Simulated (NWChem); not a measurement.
Molecule: C$_{2}$H$_{2}$F, doublet; SMILES [CH]=CF

Computed with NWChem. Spin-unrestricted. In the optimisation the excess spin sits in a' (Cs, its own frame). The geometry was optimised at PBE0/def2-SVP, spin-unrestricted. No stability test was run on the SCF state.

**Question.** Among these, which level gives the highest value of “highest occupied level (eV)”?
A. PBE/aug-pcseg-1
B. PBE/pcseg-2
C. PBE/def2-SVP
D. PBE/STO-3G

**Answer.** D, PBE/STO-3G. Values: PBE/aug-pcseg-1 -6.54; PBE/pcseg-2 -6.51; PBE/def2-SVP -6.26; PBE/STO-3G -3.03
